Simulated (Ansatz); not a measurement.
`OB(F)[NH][AlH2]` and `O[B](F)[InH2]` differ in one atom or group.

Ansatz, PBE0-D4/def2-TZVP geometries, multiplicity 1. Each molecule was computed in one conformer, which needn't be the lowest.

Elements past krypton have def2 core potentials.

| property | `OB(F)[NH][AlH2]` |
| --- | --- |
| LUMO energy (PBE0/def2-TZVPP) / eV | -1.09 |
| HOMO energy (PBE/def2-TZVPP) / eV | -6.92 |
| HOMO–LUMO gap (ωB97M-V/def2-TZVPP) / eV | 11.17 |
| HOMO–LUMO gap (PBE0/def2-TZVPP) / eV | 7.22 |
| LUMO energy (ωB97M-V/def2-TZVPP) / eV | 0.52 |
| zero-point energy (PBE0-D4/def2-TZVP) / kJ/mol | 138.5 |

Q: What does the change do to each property? (An estimate is asked.)

A: Computed: 
| property | `O[B](F)[InH2]` | shift |
| --- | --- | --- |
| LUMO energy (PBE0/def2-TZVPP) / eV | -2.06 | -0.97 |
| HOMO energy (PBE/def2-TZVPP) / eV | -6.27 | 0.65 |
| HOMO–LUMO gap (ωB97M-V/def2-TZVPP) / eV | 8.98 | -2.19 |
| HOMO–LUMO gap (PBE0/def2-TZVPP) / eV | 5.38 | -1.84 |
| LUMO energy (ωB97M-V/def2-TZVPP) / eV | -0.59 | -1.11 |
| zero-point energy (PBE0-D4/def2-TZVP) / kJ/mol | 86.9 | -51.6 |

With PBE0 the HOMO rises by 0.86 eV and the LUMO falls by 0.97 eV, so the gap narrows by about 1.83 eV. PBE moves the HOMO by 0.65 eV and ωB97M-V by 1.09 eV. The zero-point energy changes by -51.6 kJ/mol with -6 modes.
